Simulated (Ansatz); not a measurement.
`OBB[SiH3]` + `O[SiH3]` → `[SiH3]BO[SiH3]` + `BO` at 400 K and 1 bar (cleavage of the B–B bond).

Calculated with Ansatz (gas phase, PBE0-D4/def2-TZVP geometries, no zero-point term in ΔE). CCSD(T)/CBS adds triple-zeta CCSD(T) − MP2 to the extrapolated MP2 energy (def2 sets, frozen cores). This one scheme is used for every species. One conformer a species, not always the lowest.

```
         species  CCSD(T)/CBS energy (Eh)  H − E (kJ/mol)  S (J/(mol·K))
     `OBB[SiH3]`               -417.44314           199.3          370.0
       `O[SiH3]`               -366.69042           120.0          276.4
`[SiH3]BO[SiH3]`               -682.38605           210.5          396.3
            `BO`               -101.80414           108.2          244.0
```

H − E and S are ideal-gas, rigid-rotor, harmonic terms from PBE0-D4/def2-TZVP, for one conformer and one mirror image of each species. 1 Eh = 2625.50 kJ/mol, R = 8.31446 J/(mol·K).

Question: By hand: ΔE, ΔH, ΔS and ΔG.

Answer: ΔE = (-682.38605) + (-101.80414) − (-417.44314) − (-366.69042) = -0.05663 Eh = -148.7 kJ/mol. Δ(H − E) = 210.5 + 108.2 − 199.3 − 120.0 = -0.6, so ΔH = -149.3 kJ/mol. ΔS = 396.3 + 244.0 − 370.0 − 276.4 = -6.1 J/(mol·K). ΔG = -149.3 − 400 × (-6.1)/1000 = -146.9 kJ/mol.

Question: By hand: the equilibrium constant, and the temperature at which ΔG would vanish if ΔH and ΔS stayed fixed.

Answer: log₁₀ K = −ΔG/(RT ln 10) = 19.2. ΔG = 0 at ΔH/ΔS = 24475 K, far beyond where these terms or the molecules hold.

The number of gas molecules stays the same, so ΔS is small and ΔH decides. A doubt of 5 kJ/mol in ΔE shifts log₁₀ K by 0.7 here. Other conformers and mirror images would add mixing entropy, several J/(mol·K) or more a flexible species. Modes under 60 cm⁻¹, often nearly free rotors, make the harmonic entropy too high. These are equilibria of isolated gas molecules and say nothing of rates. Largest T1 diagnostic: 0.014 (customary marks: 0.02 for closed shells, 0.045 for open ones).
